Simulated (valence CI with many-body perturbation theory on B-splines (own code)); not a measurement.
## Ce XLIII: electric-dipole lines

Level of theory: relativistic CI+MBPT: six valence electrons over a frozen Dirac-Fock core [Ne], a basis of 9 s, 9 p, 8 d, 6 f, 3 g, 1 h functions for each j, with the one-electron correlation potential Σ1, the two-electron term Σ2, the three-electron term Σ3, Breit, model QED; selected CI, second order for the rest, scaled by the run's own slope (own B-spline code, finite nucleus).

The last digits are not significant, and no measured levels were compared; by estimate large intervals hold to a few tenths of a per cent, small ones and those within an open d or f shell to about a per cent. Among the levels kept, up to 1100 cm⁻¹ of a level comes from second order outside the variational space, and about a tenth of that is noise between levels of different J, which matters for small intervals.

Lines 51 to 100 of 108 in falling wavelength, among levels below 2814200 cm⁻¹, chosen from the strongest by gf and those to the six lowest levels. Wavelengths and rates use the calculated energies. Electric multipoles are in the length gauge with retardation, E1 and E2 with the static RPA response of the core. Weak lines are less certain than strong ones. Lines between different terms over intervals too small for the method are left out, as are lines whose strength nearly cancels. The highest levels of a list are the least certain.

Levels are named by their leading jj configuration (3d3/2^4 stands for four electrons in 3d with j = 3/2), which in mixed levels can hold well under half, so a name can repeat and another be missing. Letters in brackets count levels of one name in rising energy.

| λ vac (nm) | Upper | Lower | A (s⁻¹) | S (a.u.) |
| --- | --- | --- | --- | --- |
| 7.492 | (3s^2 3p1/2 3p3/2^2 3d3/2) J=1 [a] | (3s^2 3p1/2 3p3/2^3) J=1 | 7.34e+07 | 4.57e-05 |
| 7.269 | (3s^2 3p1/2^2 3p3/2 3d3/2) J=2 | (3s^2 3p1/2^2 3p3/2^2) J=2 | 2.84e+09 | 2.69e-03 |
| 7.257 | (3s^2 3p1/2^2 3d3/2^2) J=2 | (3s^2 3p1/2^2 3p3/2 3d3/2) J=3 | 1.88e+09 | 1.78e-03 |
| 7.203 | (3s^2 3p1/2^2 3d3/2^2) J=2 | (3s^2 3p1/2^2 3p3/2 3d3/2) J=1 | 3.84e+09 | 3.54e-03 |
| 7.075 | (3s^2 3p1/2^2 3p3/2 3d3/2) J=1 | (3s^2 3p1/2^2 3p3/2^2) J=2 | 3.55e+09 | 1.86e-03 |
| 7.023 | (3s^2 3p1/2^2 3p3/2 3d3/2) J=3 | (3s^2 3p1/2^2 3p3/2^2) J=2 | 1.45e+05 | 1.73e-07 |
| 7.013 | (3s^2 3p1/2^2 3d3/2^2) J=2 | (3s^2 3p1/2^2 3p3/2 3d3/2) J=2 | 2.03e+09 | 1.73e-03 |
| 6.951 | (3s^2 3p1/2 3p3/2^2 3d3/2) J=2 [b] | (3s^2 3p1/2 3p3/2^3) J=2 | 2.61e+08 | 2.16e-04 |
| 6.832 | (3s^2 3p1/2 3p3/2^2 3d5/2) J=3 [a] | (3s^2 3p1/2 3p3/2^3) J=2 | 2.16e+08 | 2.37e-04 |
| 6.672 | (3s^2 3p1/2 3p3/2^2 3d3/2) J=2 [b] | (3s^2 3p1/2 3p3/2^3) J=1 | 2.51e+08 | 1.84e-04 |
| 6.540 | (3s^2 3p1/2 3p3/2^2 3d5/2) J=1 [a] | (3s^2 3p1/2 3p3/2^3) J=2 | 1.41e+09 | 5.86e-04 |
| 6.479 | (3s^2 3p1/2 3p3/2^2 3d3/2) J=3 [b] | (3s^2 3p1/2 3p3/2^3) J=2 | 8.37e+08 | 7.86e-04 |
| 6.402 | (3s^2 3p1/2 3p3/2^2 3d3/2) J=2 [c] | (3s^2 3p1/2 3p3/2^3) J=2 | 1.97e+09 | 1.28e-03 |
| 6.322 | (3s^2 3p1/2 3p3/2^2 3d3/2) J=1 [b] | (3s^2 3p1/2 3p3/2^3) J=2 | 2.01e+08 | 7.53e-05 |
| 6.293 | (3s^2 3p1/2 3p3/2^2 3d5/2) J=1 [a] | (3s^2 3p1/2 3p3/2^3) J=1 | 3.00e+09 | 1.11e-03 |
| 6.259 | (3s^2 3p1/2 3p3/2^2 3d5/2) J=0 | (3s^2 3p1/2 3p3/2^3) J=1 | 1.60e+09 | 1.93e-04 |
| 6.246 | (3s^2 3p1/2^2 3p3/2 3d5/2) J=2 | (3s^2 3p1/2^2 3p3/2^2) J=2 | 1.10e+10 | 6.62e-03 |
| 6.165 | (3s^2 3p1/2 3p3/2^2 3d3/2) J=2 [c] | (3s^2 3p1/2 3p3/2^3) J=1 | 5.62e+09 | 3.25e-03 |
| 6.090 | (3s^2 3p1/2 3p3/2^2 3d3/2) J=1 [b] | (3s^2 3p1/2 3p3/2^3) J=1 | 2.28e+08 | 7.64e-05 |
| 6.004 | (3s^2 3p1/2 3p3/2^2 3d3/2) J=1 [c] | (3s^2 3p1/2 3p3/2^3) J=2 | 6.82e+09 | 2.18e-03 |
| 5.973 | (3s^2 3p1/2 3p3/2^2 3d5/2) J=2 [a] | (3s^2 3p1/2 3p3/2^3) J=2 | 1.46e+09 | 7.69e-04 |
| 5.927 | (3s^2 3p1/2^2 3p3/2 3d5/2) J=1 | (3s^2 3p1/2^2 3p3/2^2) J=0 | 5.77e+10 | 1.78e-02 |
| 5.823 | (3s^2 3p1/2 3p3/2^2 3d5/2) J=3 [b] | (3s^2 3p1/2 3p3/2^3) J=2 | 2.19e+09 | 1.50e-03 |
| 5.795 | (3s^2 3p1/2 3p3/2^2 3d3/2) J=1 [c] | (3s^2 3p1/2 3p3/2^3) J=1 | 1.61e+10 | 4.63e-03 |
| 5.766 | (3s^2 3p1/2 3p3/2^2 3d5/2) J=2 [a] | (3s^2 3p1/2 3p3/2^3) J=1 | 5.51e+09 | 2.61e-03 |
| 5.759 | (3s^2 3p1/2 3p3/2^2 3d5/2) J=2 [b] | (3s^2 3p1/2 3p3/2^3) J=2 | 6.14e+10 | 2.89e-02 |
| 5.714 | (3s^2 3p1/2^2 3p3/2 3d5/2) J=3 | (3s^2 3p1/2^2 3p3/2^2) J=2 | 1.61e+11 | 1.04e-01 |
| 5.650 | (3s^2 3p1/2 3p3/2^2 3d5/2) J=1 [b] | (3s^2 3p1/2 3p3/2^3) J=2 | 2.71e+10 | 7.24e-03 |
| 5.610 | (3s^2 3p1/2 3p3/2^2 3d5/2) J=3 [c] | (3s^2 3p1/2 3p3/2^3) J=2 | 2.18e+11 | 1.33e-01 |
| 5.566 | (3s^2 3p1/2 3p3/2^2 3d5/2) J=2 [b] | (3s^2 3p1/2 3p3/2^3) J=1 | 1.27e+11 | 5.40e-02 |
| 5.552 | (3s^2 3p1/2^2 3p3/2 3d5/2) J=1 | (3s^2 3p1/2^2 3p3/2^2) J=2 | 4.24e+10 | 1.07e-02 |
| 5.464 | (3s^2 3p1/2 3p3/2^2 3d5/2) J=1 [b] | (3s^2 3p1/2 3p3/2^3) J=1 | 2.19e+11 | 5.30e-02 |
| 5.460 | (3s^2 3p1/2 3p3/2^2 3d5/2) J=2 [c] | (3s^2 3p1/2 3p3/2^3) J=2 | 2.19e+11 | 8.80e-02 |
| 5.286 | (3s^2 3p1/2 3p3/2^2 3d5/2) J=2 [c] | (3s^2 3p1/2 3p3/2^3) J=1 | 2.60e+11 | 9.48e-02 |
| 5.228 | (3s 3p1/2^2 3p3/2^3) J=2 | (3s^2 3p1/2^2 3p3/2^2) J=2 | 1.74e+11 | 6.12e-02 |
| 5.222 | (3s 3p1/2^2 3p3/2^3) J=1 | (3s^2 3p1/2^2 3p3/2^2) J=0 | 9.58e+10 | 2.02e-02 |
| 4.929 | (3s 3p1/2^2 3p3/2^3) J=1 | (3s^2 3p1/2^2 3p3/2^2) J=2 | 1.13e+11 | 2.00e-02 |
| 4.797 | (3s^2 3p1/2 3p3/2^2 3d3/2) J=1 [a] | (3s^2 3p1/2^2 3p3/2^2) J=0 | 2.08e+10 | 3.40e-03 |
| 4.567 | (3s^2 3p1/2 3p3/2^2 3d3/2) J=2 [a] | (3s^2 3p1/2^2 3p3/2^2) J=2 | 4.80e+09 | 1.13e-03 |
| 4.549 | (3s^2 3p1/2 3p3/2^2 3d3/2) J=1 [a] | (3s^2 3p1/2^2 3p3/2^2) J=2 | 2.59e+10 | 3.61e-03 |
| 4.475 | (3s^2 3p1/2 3p3/2^2 3d3/2) J=3 [a] | (3s^2 3p1/2^2 3p3/2^2) J=2 | 8.02e+09 | 2.48e-03 |
| 4.276 | (3s^2 3p1/2 3p3/2^2 3d5/2) J=1 [a] | (3s^2 3p1/2^2 3p3/2^2) J=0 | 6.46e+08 | 7.47e-05 |
| 4.233 | (3s^2 3p1/2 3p3/2^2 3d3/2) J=2 [b] | (3s^2 3p1/2^2 3p3/2^2) J=2 | 6.66e+10 | 1.25e-02 |
| 4.189 | (3s^2 3p1/2 3p3/2^2 3d5/2) J=3 [a] | (3s^2 3p1/2^2 3p3/2^2) J=2 | 3.03e+10 | 7.69e-03 |
| 4.181 | (3s^2 3p1/2 3p3/2^2 3d3/2) J=1 [b] | (3s^2 3p1/2^2 3p3/2^2) J=0 | 4.59e+08 | 4.97e-05 |
| 4.077 | (3s^2 3p1/2 3p3/2^2 3d5/2) J=1 [a] | (3s^2 3p1/2^2 3p3/2^2) J=2 | 5.61e+10 | 5.63e-03 |
| 4.053 | (3s^2 3p1/2 3p3/2^2 3d3/2) J=3 [b] | (3s^2 3p1/2^2 3p3/2^2) J=2 | 7.49e+11 | 1.72e-01 |
| 4.040 | (3s^2 3p1/2 3p3/2^2 3d3/2) J=1 [c] | (3s^2 3p1/2^2 3p3/2^2) J=0 | 8.57e+11 | 8.36e-02 |
| 4.023 | (3s^2 3p1/2 3p3/2^2 3d3/2) J=2 [c] | (3s^2 3p1/2^2 3p3/2^2) J=2 | 9.33e+11 | 1.50e-01 |
| 3.991 | (3s^2 3p1/2 3p3/2^2 3d3/2) J=1 [b] | (3s^2 3p1/2^2 3p3/2^2) J=2 | 9.60e+11 | 9.04e-02 |
